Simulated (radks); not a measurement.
Polarisability of the cobalt ion Co+, [Ar] 3d8, at imaginary frequency. Calculated with a radial shooting solver on a logarithmic mesh with Libxc functionals: non-relativistic Kohn-Sham, LB94 model potential, spin-polarised, spherical densities, point nucleus; open shells are filled with parallel spins first. Response by self-consistent Sternheimer equations with the Hartree and adiabatic LDA kernel.

w (hartree),alpha1(iw) (bohr^3)
0.00266,7.099
0.0143,7.092
0.0360,7.052
0.0697,6.926
0.118,6.635
0.186,6.102
0.280,5.324
0.413,4.405
0.605,3.477
0.892,2.609
1.35,1.825
2.12,1.143
3.59,0.5981
6.94,0.2305
17.5,0.05012

Static values: alpha1 = 7.100 bohr^3 (1.052 angstrom^3; uncoupled 9.369). C6 = 24.55, triple-dipole C9 = 112.6 atomic units. One-pole (London) frequency 4 C6 / (3 alpha1^2) = 0.649 hartree, against 0.705 for minus the highest occupied eigenvalue.
